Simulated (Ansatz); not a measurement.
System: MoH, net charge 0, quartet state. The spin state was set by rule; other spins were not relaxed. SMILES: [MoH]
Coordinates optimised at B3LYP-D3(BJ)/def2-TZVP (Ansatz, an electronic-structure program):
```xyz
2

Mo     0.0000     0.0000    -0.0396
H      0.0000     0.0000     1.6640
```
Charge 0, spin multiplicity 4.

Wanted: vertical ionisation energy (to the quintet state of charge +1; each state is the SCF solution reached for its spin; the UHF <S^2> is 6.11 for the quintet (pure: 6.00) and 4.78 for the quartet (pure: 3.75); for the quartet T1 is 0.135), in eV. Cores are frozen in the correlated levels unless marked. Open shells are spin-unrestricted. No spin-orbit coupling. Frozen are the shells of the preceding noble gas and the d and f shells that filled before the atom's block. Past Kr the def2 sets carry scalar-relativistic core potentials. CBS(X,Y): correlation extrapolated as X^-3; Hartree-Fock from the larger set. The program attaches cautions to a run behind CCSD(T)/CBS(def2-TZVPPD,def2-QZVPPD): other amplitudes.

```csv
level,program,vertical ionisation energy (eV)
SVWN5/def2-TZVPD,Ansatz,6.88
```

**Question.** What does CCSD(T)/CBS(def2-TZVPPD,def2-QZVPPD) (Ansatz) give?

**Answer.** 7.25 eV, so SVWN5/def2-TZVPD differs from it by -0.37 eV.
